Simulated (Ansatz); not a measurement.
Reaction (substitution at a C–C bond): `C[CH](C)[Ge][F]` + `[NH2][GeH]([F])[Cl]` → `C[NH][GeH]([F])[Cl]` + `C[CH2][Ge][F]`

Gas-phase electronic energies from Ansatz, PBE0-D4/def2-TZVP geometries. CBS: MP2 limit from def2 TZ/QZ plus the TZ coupled-cluster correction, frozen cores. Functionals use def2-TZVPP. For Ge outer-core shells are correlated without core-valence functions, which leaves a few kJ/mol of doubt a bond. Scalar relativity is left out up to krypton. Each species was taken in one conformer, which may not be the lowest.

`C[CH](C)[Ge][F]`:

```xyz
12

C    -1.281   -0.158   -0.338
C     0.102   -0.586    0.142
C     0.789    0.514    0.945
Ge    1.241   -1.088   -1.426
F     1.184    0.510   -2.184
H    -1.213    0.716   -0.991
H    -1.923    0.110    0.508
H    -1.796   -0.949   -0.893
H     0.009   -1.486    0.763
H     0.189    0.794    1.818
H     1.773    0.210    1.318
H     0.927    1.412    0.337
```

`[NH2][GeH]([F])[Cl]`:

Z-matrix (Å, degrees):
```
Ge
F 1 1.738
Cl 1 2.129 2 105.2
N 1 1.803 2 112.3 3 116.1
H 1 1.525 2 106.3 3 -119.2
H 4 1.010 1 115.0 2 -70.6
H 4 1.010 1 115.6 2 59.4
```

`C[NH][GeH]([F])[Cl]`:

Cartesian coordinates in Å:
```
C -0.832 -0.552 1.056
N 0.479 -0.177 0.553
Ge 0.616 0.762 -0.979
F 2.311 0.963 -1.241
Cl -0.093 -0.286 -2.718
H -1.304 -1.372 0.502
H -1.504 0.309 1.014
H -0.755 -0.844 2.106
H 1.159 -0.921 0.627
H -0.078 2.120 -0.920
```

`C[CH2][Ge][F]`:

```xyz
9

C    -0.323    0.876   -0.141
C     0.708   -0.180    0.227
Ge    0.304   -2.070   -0.251
F    -1.456   -1.909   -0.259
H    -1.310    0.613    0.240
H    -0.055    1.859    0.258
H    -0.416    0.981   -1.225
H     0.846   -0.225    1.321
H     1.703    0.057   -0.171
```

| level | ΔE (eV) |
| --- | --- |
| LDA (SPW92) | 0.40 |
| B97M-V | 0.40 |
| MP2/def2-SVP | 0.39 |
| SCS-MP2/def2-QZVPP | 0.41 |

Question: What does CCSD(T)/CBS give? (Estimate.)

Answer: Ansatz gave: +0.42 eV. The listed levels differ from it by -0.02, -0.02, -0.03, -0.01 eV.

Question: What do rigid-rotor, harmonic-oscillator terms from PBE0-D4/def2-TZVP frequencies (298.15 K, 1 bar) make of the CCSD(T)/CBS value? (Estimate.)

Answer: Computed: ΔZPE = 0.00 eV, ΔH = +0.42 eV, ΔS = 8 J/(mol·K), ΔG = +0.40 eV. Modes under 50 cm⁻¹ make the entropy rough.

Largest T1 diagnostic among the species: 0.013.

From BLYP to BHLYP (50 % exact exchange), in def2-TZVPP and without D4, ΔE moves by +0.04 eV. The D4 term adds +0.04 eV with B3LYP and +0.02 eV with PBE0; it sums over pairs of atoms, weighted by their polarisabilities, and B3LYP, whose exchange is more repulsive, gets the larger term. Leaving LDA and LC-ωPBE aside and taking each functional with its dispersion term where it has one, the values, not all of them listed here, spread over 0.06 eV, from BLYP-D4 to PBE-QIDH. LDA lies +0.05 eV from PBE without D4.

B3LYP here is the variant with VWN-RPA as its local correlation; programs differ in this.
